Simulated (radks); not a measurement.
The numbers below are computed, except where a source is named.
Question: Species: neutral lanthanum. Configuration: [Xe] 5d1 6s2. Level of theory: Dirac Kohn-Sham, BLYP, spin-unpolarised, spherical densities, finite nucleus; open shells are shared between the two j in proportion to 2j + 1; Fermi nuclear charge, rms radius 4.855 fm (a radial shooting solver on a logarithmic mesh with Libxc functionals). Some entries of the table are withheld. Estimate them.

orbital,occ.,eigenvalue (eV),<r^2> (bohr^2)
1s1/2,2,-38720.50,0.0008537
2s1/2,2,-6161.388,(1)
2p1/2,2,-5811.529,0.009958
2p3/2,4,-5398.232,0.01122
3s1/2,2,-1317.415,0.09288
3p1/2,2,(2),0.08771
3p3/2,4,(3),0.09535
3d3/2,4,-830.5000,(4)
3d5/2,6,-813.2684,(5)
4s1/2,2,-265.6925,0.4831
4p1/2,2,-211.3896,(6)
4p3/2,4,-194.2275,(7)
4d3/2,4,-105.1852,0.6742
4d5/2,6,-102.2078,0.6913
5s1/2,2,-38.6492,2.722
5p1/2,2,-23.8887,3.472
5p3/2,4,-21.3636,3.807
6s1/2,2,-3.5197,(8)
5d3/2,0.4,(9),10.68
5d5/2,0.6,(10),11.20

Answer: 
(1) 2s1/2 <r^2> (bohr^2): 0.01356
(2) 3p1/2 eigenvalue (eV): -1169.815
(3) 3p3/2 eigenvalue (eV): -1089.286
(4) 3d3/2 <r^2> (bohr^2): 0.07847
(5) 3d5/2 <r^2> (bohr^2): 0.08064
(6) 4p1/2 <r^2> (bohr^2): 0.5177
(7) 4p3/2 <r^2> (bohr^2): 0.5599
(8) 6s1/2 <r^2> (bohr^2): 22.20
(9) 5d3/2 eigenvalue (eV): -3.0072
(10) 5d5/2 eigenvalue (eV): -2.8210
